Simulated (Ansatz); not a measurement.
Basis-set extrapolation for C₃H₉FSi, SMILES `FCCC[SiH3]` (PBE0-D4/def2-TZVP geometry, frozen core, the Gaussian-basis code of Ansatz). Multiplicity 1, RHF reference.

```
                      def2-TZVPP   def2-QZVPP
                 HF  -507.310551  -507.329596
    MP2 correlation    -0.901510    -0.968056
CCSD(T) correlation    -0.990796      not run
```

Energies in hartree. Use E(X) = E(∞) + A·exp(−7.88·√X) for Hartree–Fock and E(X) = E(∞) + B·X^(−2.97) for correlation, with X = 3 and 4, and add CCSD(T) minus MP2 of the smaller set to the MP2 limit.

Q: What is the CCSD(T) energy at the basis-set limit?

A: HF limit: -507.329596 + (-0.019045) × 0.13774 = -507.33222. MP2 limit: -0.968056 + (-0.066546) × 0.74074 = -1.01735. Higher-order term: -0.990796 − (-0.901510) = -0.08929. Total: -508.43886 hartree, 361.0 kJ/mol below CCSD(T)/def2-TZVPP.
